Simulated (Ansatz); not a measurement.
Problem. Name a neutral molecule of C, Cl, Ge, N, O and H with HOMO–LUMO gap (PBE0/def2-TZVPP) between 7.70 and 8.00 eV and HOMO energy (ωB97M-V/def2-TZVPP) between -10.20 and -9.90 eV (Ansatz, PBE0-D4/def2-TZVP geometry).

Solution. `[NH2][GeH]([OH])[CH2]Cl` (7.92 eV, -9.91 eV). Other molecules can fit too; these were computed, each in one conformer that needn't be the lowest.
